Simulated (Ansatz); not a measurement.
Gas-phase electronic energies from Ansatz, PBE0-D4/def2-TZVP geometries. CCSD(T)/CBS adds triple-zeta CCSD(T) − MP2 to the extrapolated MP2 energy (def2 sets, frozen cores). This one scheme is used for every species. DFT in def2-TZVPP. def2 core potentials past Kr. For Sb outer-core shells are correlated without core-valence functions, which leaves a few kJ/mol of doubt a bond. One conformer a species, not always the lowest.

`CO[CH2][SbH2]` + H₂ → `[CH3][SbH2]` + CH₃OH  (hydrogenolysis of a C–O bond)

```json
{"level": "ωB97X-V", "ΔE (kJ/mol)": "-104.9"}
{"level": "SCS-MP2/def2-TZVPP", "ΔE (kJ/mol)": "-107.9"}
{"level": "CCSD/def2-TZVPP", "ΔE (kJ/mol)": "-112.4"}
{"level": "CCSD(T)/def2-TZVPP", "ΔE (kJ/mol)": "-107.4"}
{"level": "HF/def2-QZVPP", "ΔE (kJ/mol)": "-125.6"}
{"level": "MP2/def2-QZVPP", "ΔE (kJ/mol)": "-107.8"}
{"level": "SCS-MP2/def2-QZVPP", "ΔE (kJ/mol)": "-108.9"}
{"level": "MP2/CBS(def2)", "ΔE (kJ/mol)": "-108.2"}
```

What does CCSD(T)/CBS give? (Estimate.)

Ansatz gave: -108.4 kJ/mol. The listed levels differ from it by 3.5, 0.5, -4.0, 1.0, -17.2, 0.6, -0.5, 0.2 kJ/mol.

Largest T1 diagnostic among the species: 0.013.

In def2-TZVPP, CCSD(T) changes the Hartree–Fock value by +18.2 kJ/mol (the triples alone add +5.0 kJ/mol) and MP2 by +18.4 kJ/mol. The D4 term adds +9.4 kJ/mol with B3LYP and +5.3 kJ/mol with PBE0; it sums over pairs of atoms, weighted by their polarisabilities, and B3LYP, whose exchange is more repulsive, gets the larger term.

B3LYP here is the variant with VWN-RPA as its local correlation; programs differ in this.
